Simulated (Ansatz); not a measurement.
Species: BNH₂, charge 1, doublet. BNH2+ (parent SMILES B=N, doublet).
B3LYP-D3(BJ)/def2-TZVP minimum from Ansatz (a quantum-chemistry and plane-wave program):
```xyz
4

B      0.0000     0.0000    -0.7348
N      0.0000     0.0000     0.5701
H      0.0000     0.0000    -1.9032
H      0.0000     0.0000     1.5866
```
Charge +1, spin multiplicity 2.

Hartree-Fock and CCSD correlation energies in hartree (Ansatz). UHF or UKS for unpaired electrons; spin-orbit terms are left out. Correlated methods leave the cores frozen. No relativity. The spin of H2BN+ (parent SMILES B=N, doublet) was assumed, and the state is the lowest solution found for it.

```csv
basis,X,E(HF),"E(corr, CCSD)"
cc-pVTZ,3,-79.97937,-0.25734
cc-pVQZ,4,-79.98490,-0.27176
cc-pV5Z,5,-79.98608,withheld
```

Fit E(corr) = E∞ + A/X³ to X = 3 and 4, predict X = 5, and compare with the run.

A = (-0.25734 - (-0.27176))/(1/27 - 1/64) = 0.6735; E∞ = -0.27176 - A/64 = -0.28228; at X = 5, E∞ + A/125 = -0.27690. The run gave -0.27628, 0.62 mEh above the prediction. The same form on X = 4 and 5 gives E∞ = -0.28102, 1.26 mEh above the first estimate.
